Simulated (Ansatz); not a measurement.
The cluster TlCl2. The state is a doublet with charge 0. Geometry r2SCAN-D4/def2-TZVP, basis def2-TZVP, Ansatz.

```xyz
3

Tl   -0.254   -0.775    1.374
Cl   -0.929    1.159   -0.446
Cl    1.183   -0.384   -0.927
```

| run | HOMO (eV) | LUMO (eV) |
| --- | --- | --- |
| A | -9.21 | -3.37 |
| B | -7.89 | -4.44 |
| C | -7.57 | -4.69 |
| D | -6.45 | -5.38 |
| E | -6.89 | -5.27 |

In the def2 sets Tl takes a core potential; there is no spin–orbit coupling. B3LYP takes the VWN-RPA correlation. In the doublet, Cl2 and Cl3 lie 2.66 Å apart (atoms count from 1), so these atoms are partly bonded to each other. Another isomer (doublet) lies 0.28 eV lower at PBE0-D4/def2-TZVP; other spin states weren't run for this one.

HOMO and LUMO are taken over both spins.

**Question.** The runs used B3LYP, CAM-B3LYP, PBE, PBE0, r2SCAN. Estimate which is which.

**Answer.** A CAM-B3LYP (range-separated); B PBE0 (25 % exact exchange); C B3LYP (20 % exact exchange); D PBE (0 % exact exchange); E r2SCAN (0 % exact exchange). Exact exchange lowers occupied and raises empty levels; among semilocal functionals meta-GGAs tend to open the gap a little, and such runs are hard to tell apart. The gap grows from 1.06 eV (PBE) to 5.83 eV (CAM-B3LYP).
